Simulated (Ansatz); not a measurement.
C6H16FGeNO2, SMILES `CC[N](CC)[Ge]([F])([O]C)[O]C`, charge 0, multiplicity 1.

Give a relaxed structure at PBE0-D4/def2-TZVP (Ansatz 0.2.0). (Estimate.)

The calculation gave: 
Cartesian coordinates in Å:
```
C -2.323 0.825 1.313
C -0.872 1.275 1.240
N 0.036 0.323 0.622
C 0.314 -0.871 1.400
C 1.493 -1.663 0.874
Ge 0.275 0.331 -1.169
F -0.602 1.728 -1.715
O 1.933 0.480 -1.699
C 2.751 1.489 -1.142
O -0.282 -1.072 -2.059
C -1.633 -1.469 -1.945
H -2.734 0.685 0.310
H -2.428 -0.114 1.862
H -2.931 1.577 1.823
H -0.815 2.217 0.692
H -0.498 1.477 2.252
H -0.563 -1.533 1.462
H 0.526 -0.548 2.428
H 1.312 -2.042 -0.136
H 2.399 -1.054 0.852
H 1.677 -2.527 1.516
H 2.682 1.518 -0.048
H 2.489 2.477 -1.535
H 3.783 1.267 -1.420
H -1.925 -1.652 -0.904
H -1.750 -2.401 -2.502
H -2.312 -0.723 -2.372
```
This is one stationary point; other conformers may exist.
